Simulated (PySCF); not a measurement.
Species: C9H10O2.
Structure used (GFN2-xTB), in Å, numbered top down from 1:
```xyz
21
C9H10O2 angstrom
O     -2.622   -1.481   -1.177
C     -1.984   -0.603   -0.663
C     -1.893   -0.322    0.822
C     -1.149    1.004    0.941
C     -0.249    1.046   -0.311
C      1.005    0.260   -0.099
C      1.290   -1.067   -0.242
C      2.646   -1.225    0.138
C      3.082    0.014    0.487
O      2.097    0.918    0.346
C     -1.130    0.416   -1.390
H     -2.881   -0.316    1.280
H     -1.326   -1.137    1.277
H     -1.854    1.836    0.906
H     -0.570    1.081    1.859
H      0.036    2.073   -0.550
H      0.627   -1.837   -0.580
H      3.210   -2.135    0.149
H      4.031    0.372    0.833
H     -1.805    1.159   -1.821
H     -0.570   -0.040   -2.205
```

Theory: PBE0/pcSseg-1 in PySCF (dipole) on a GFN2-xTB geometry, gas phase.

Masses are those of the commonest isotopes; rigid-rotor values at the optimised geometry. The values belong to one conformer with, in the numbering `[O:1]=[C:2]1[CH2:3][CH2:4][C@@H:5]([c:6]2[cH:7][cH:8][cH:9][o:10]2)[CH2:11]1`, C4–C5–C6–C7 85°, O1–C2–C3–C4 -172°, C2–C3–C4–C5 -29°, C3–C4–C5–C6 -82°, C4–C5–C11–C2 -32°.

(1) Give the principal moments of inertia and the rotational constants in MHz.

(2) What kind of rotor is it?

(3) Is it planar, by Δ = Ic − Ia − Ib?

(4) Give the other two planar moments, Paa and Pbb, and the rms extents of the mass along the axes.

(5) List the rotational levels J(Ka,Kc) to J = 5 (cm⁻¹).

(6) Predict some low-J microwave lines.

(7) Estimate the classical rotational partition function at 10 K, 25 K and 500 K.

Answers

(1) Ia = 207.60, Ib = 658.60, Ic = 735.59 u·Å²; 505379 MHz·u·Å²/I gives A = 2434, B = 767.4, C = 687.0 MHz.

(2) A near-prolate asymmetric top; Ray's κ = -0.908.

(3) Not planar: Δ = Ic − Ia − Ib = -130.61 u·Å². For a rigid frame Δ = −2 Σ m c², so Σ m c² = 65.30 u·Å² lies off the ab plane: 17.43 from hydrogen and 47.87 from heavier atoms. The atom farthest from that plane is 1.85 Å away.

(4) Paa = Σ m a² = (Ib + Ic − Ia)/2 = 593.29 and Pbb = Σ m b² = (Ia + Ic − Ib)/2 = 142.30 u·Å². With the mass M = 150.07 u, the rms extents √(P/M) along a, b and c are 1.99, 0.97, 0.66 Å.

(5) Above 0(0,0):
J = 1: 1(0,1) 0.0485, 1(1,1) 0.1041, 1(1,0) 0.1068
J = 2: 2(0,2) 0.1454, 2(1,2) 0.1985, 2(1,1) 0.2065, 2(2,1) 0.3733, 2(2,0) 0.3734
J = 3: 3(0,3) 0.2906, 3(1,3) 0.3399, 3(1,2) 0.3560, 3(2,2) 0.5189, 3(2,1) 0.5193, 3(3,1) 0.8036, 3(3,0) 0.8036
J = 4: 4(0,4) 0.4837, 4(1,4) 0.5284, 4(1,3) 0.5552, 4(2,3) 0.7128, 4(2,2) 0.7143, 4(3,2) 0.9979, 4(3,1) 0.9979, 4(4,1) 1.3963, 4(4,0) 1.3963
J = 5: 5(0,5) 0.7244, 5(1,5) 0.7639, 5(1,4) 0.8040, 5(2,4) 0.9552, 5(2,3) 0.9585, 5(3,3) 1.2408, 5(3,2) 1.2408, 5(4,2) 1.6391, 5(4,1) 1.6391, 5(5,1) 2.1514, 5(5,0) 2.1514

(6) The dipole components are |μa| = 1.64 D, |μb| = 1.89 D, |μc| = 0.25 D. Intensities carry the squares of the components, which stand as 0.75 : 1.00 : 0.02 (a : b : c). Some lines, for components of 0.1 D or more:

```json
{"type": "a", "branch": "Q", "J(Ka,Kc)": "3(1,2) ← 3(1,3)", "MHz": "482", "lower level (cm⁻¹)": "0.340"}
{"type": "b", "branch": "R", "J(Ka,Kc)": "2(0,2) ← 1(1,1)", "MHz": "1239", "lower level (cm⁻¹)": "0.104"}
{"type": "b", "branch": "Q", "J(Ka,Kc)": "1(1,0) ← 1(0,1)", "MHz": "1747", "lower level (cm⁻¹)": "0.049"}
{"type": "b", "branch": "Q", "J(Ka,Kc)": "2(1,1) ← 2(0,2)", "MHz": "1830", "lower level (cm⁻¹)": "0.145"}
{"type": "a", "branch": "R", "J(Ka,Kc)": "2(1,2) ← 1(1,1)", "MHz": "2828", "lower level (cm⁻¹)": "0.104"}
{"type": "a", "branch": "R", "J(Ka,Kc)": "3(1,3) ← 2(1,2)", "MHz": "4241", "lower level (cm⁻¹)": "0.198"}
{"type": "a", "branch": "R", "J(Ka,Kc)": "3(2,2) ← 2(2,1)", "MHz": "4363", "lower level (cm⁻¹)": "0.373"}
{"type": "b", "branch": "Q", "J(Ka,Kc)": "3(2,1) ← 3(1,2)", "MHz": "4896", "lower level (cm⁻¹)": "0.356"}
{"type": "b", "branch": "Q", "J(Ka,Kc)": "2(2,1) ← 2(1,2)", "MHz": "5242", "lower level (cm⁻¹)": "0.198"}
{"type": "c", "branch": "R", "J(Ka,Kc)": "3(1,2) ← 2(0,2)", "MHz": "6312", "lower level (cm⁻¹)": "0.145"}
{"type": "c", "branch": "Q", "J(Ka,Kc)": "3(3,1) ← 3(2,1)", "MHz": "8523", "lower level (cm⁻¹)": "0.519"}
{"type": "b", "branch": "R", "J(Ka,Kc)": "3(2,2) ← 2(1,1)", "MHz": "9364", "lower level (cm⁻¹)": "0.207"}
{"type": "c", "branch": "R", "J(Ka,Kc)": "3(2,1) ← 2(1,1)", "MHz": "9378", "lower level (cm⁻¹)": "0.207"}
{"type": "c", "branch": "R", "J(Ka,Kc)": "3(2,2) ← 2(1,2)", "MHz": "9605", "lower level (cm⁻¹)": "0.198"}
```

(7) Point group C1, symmetry number σ = 1; q = (√π/σ)·√((kT/h)³/(ABC)), k/h = 20836.6 MHz/K: 4710 at 10 K, 18600 at 25 K, 1660000 at 500 K.

No GFN2-xTB frequencies stand behind this structure, so it isn't proved a minimum. Zero-point vibration and centrifugal distortion are left out.
